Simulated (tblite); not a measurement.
FH₈NSi₃.
Cartesian coordinates in Å at the GFN2-xTB level; atoms count from 1:
```xyz
13
FH8NSi3 angstrom
F      0.9216   -1.8352    1.5156
Si     0.5161   -1.0916    0.1320
Si     2.1122    0.4615   -0.4225
N     -0.9923   -0.3553    0.5487
Si    -2.0432    0.6389   -0.4020
H      0.3128   -2.2447   -0.7510
H      1.6791    1.3281   -1.5244
H      3.3405   -0.2031   -0.8772
H      2.5143    1.3495    0.6746
H     -1.4303   -0.7667    1.3590
H     -2.9485    1.2845    0.5478
H     -2.8028   -0.1542   -1.3769
H     -1.1840    1.5889   -1.1060
```

Method: GFN2-xTB as coded in tblite; computed harmonic values from a numerical Hessian at the method's own geometry, unscaled. Errors from tens to a few hundred cm⁻¹ against measured bands are possible. Modes of hydrogen on silicon can be 10 to 20 % off. One conformer, not necessarily the lowest. The optimisation stopped once no atom felt more than 0.01 eV/Å.

Lowest wavenumbers of the output (negative numbers stand for imaginary wavenumbers):
```
mode    cm-1
  1     -29.1
  2      46.7
  3      77.3
  4     108.4
  5     161.4
  6     198.6
  7     239.4
  8     365.3
  9     443.4
 10     463.2
```

Task: Is this structure a minimum?

Result: Not by this Hessian. 1 mode is imaginary beyond 20i (29i cm⁻¹), so at this level the point lies at or near a first-order saddle. The curvature is small, so loose convergence or finite differences may be the whole cause.

Task: Which atoms move in the imaginary mode?

Result: 29i: H9 (Si–H hydrogen) 33 %, H7 (Si–H hydrogen) 27 %, H8 (Si–H hydrogen) 25 %. These are shares of the mass-weighted motion.

Task: What is the remedy?

Result: Step along that mode in both directions, optimise again with tighter thresholds and repeat the frequencies. The zero-point energy of this point (46.6 kcal/mol) counts the 32 real modes alone, and thermal corrections from it aren't those of a minimum.
